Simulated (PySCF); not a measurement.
C5H6BN, SMILES NB1CC=C1C#C. Geometry optimised at PBE-D3(BJ)/def2-SVP. The structure was generated by enumeration, and PubChem lists no compound with its InChIKey, so it may never have been made. One conformer was computed; it need not be the lowest.

Computed equilibrium geometry at PBE-D3(BJ)/def2-SVP (PySCF confirms it by a frequency run) as bond lengths and angles, and its point group (one conformer of several):
point group Cs.
Atoms: C1 C2 C3 C4 C5 B6 N7 H8 H9 H10 H11 H12 H13. Bonds (Å): C1–C2 1.229, C1–H8 1.080, C2–C3 1.412, C3–C4 1.377, C3–B6 1.579, C4–C5 1.524, C4–H9 1.108, C5–B6 1.616, C5–H10 1.113, C5–H11 1.113, B6–N7 1.394, N7–H12 1.021, N7–H13 1.020. Bond angles (°): C2–C1–H8 179.1, C1–C2–C3 177.3, C2–C3–C4 132.5, C2–C3–B6 139.9, C4–C3–B6 87.6, C3–C4–C5 101.5, C3–C4–H9 129.3, C5–C4–H9 129.2, C4–C5–B6 81.5, C4–C5–H10 114.9, C4–C5–H11 114.9, B6–C5–H10 118.2, B6–C5–H11 118.2, H10–C5–H11 107.6, C3–B6–C5 89.4, C3–B6–N7 134.7, C5–B6–N7 135.8, B6–N7–H12 122.6, B6–N7–H13 123.3, H12–N7–H13 114.1.
